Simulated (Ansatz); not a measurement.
Consider the cleavage of the B–Al bond: `O[BH][AlH][F]` + `O[SiH2][SiH3]` → `OBO[SiH2][SiH3]` + `[F][AlH2]`.

Isolated molecules relaxed with PBE0-D4/def2-TZVP in Ansatz; ΔE leaves out vibrations. CBS: MP2 limit from def2 TZ/QZ plus the TZ coupled-cluster correction, frozen cores. This one scheme is used for every species. DFT in def2-TZVPP. Each species was taken in one conformer, which may not be the lowest.

CCSD(T)/CBS gives -43.0 kcal/mol.

Q: Another level gave -44.1 kcal/mol. Which?
A. ωB97M-V/def2-TZVPP
B. PBE-D4/def2-TZVPP
C. BHLYP-D4/def2-TZVPP
D. revPBE/def2-TZVPP

A: A. ωB97M-V -44.1, PBE-D4 -39.8, revPBE -37.6, BHLYP-D4 -45.8 kcal/mol.

Q: What do rigid-rotor, harmonic-oscillator terms from PBE0-D4/def2-TZVP frequencies (298.15 K, 1 bar) make of the CCSD(T)/CBS value? (Estimate.)

A: Ansatz gave: ΔZPE = -1.0 kcal/mol, ΔH = -44.3 kcal/mol, ΔS = -28 J/(mol·K), ΔG = -42.3 kcal/mol. Modes under 50 cm⁻¹ make the entropy rough.

Largest T1 diagnostic among the species: 0.014.

The D4 term adds −1.1 kcal/mol with B3LYP and −0.7 kcal/mol with PBE0; it sums over pairs of atoms, weighted by their polarisabilities, and B3LYP, whose exchange is more repulsive, gets the larger term. At CCSD(T), def2-SVP lies −4.9 kcal/mol from the extrapolated value and def2-TZVPP −0.5 kcal/mol.

B3LYP here is the variant with VWN-RPA as its local correlation; programs differ in this.
